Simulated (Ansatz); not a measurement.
Species: GaH, net charge 0, singlet state. 
Geometry from a B3LYP-D3(BJ)/def2-TZVP (Ansatz, a program for electronic structure) optimisation:
```
Ga
H 1 1.6890
```

Question: Give the harmonic wavenumbers at B3LYP-D3(BJ)/def2-TZVP (Ansatz, finite differences of forces, unscaled).

Answer: 1570 cm⁻¹. Zero-point energy 2.2 kcal/mol.

Question: From these and the geometry, give the ideal-gas thermochemistry at 298.15 K and 1 atm (rigid rotor, harmonic oscillator).

Answer: Point group C∞v, rotational symmetry number 1. Rotational constants 178.3, 178.3 GHz. S(trans) 38.69, S(rot) 9.04, S(vib) 0.01, S(elec, spin only) 0.00, S 47.7 cal/(mol K). H(298) - H(0) 2.08 kcal/mol; G - E(el) -9.9 kcal/mol.
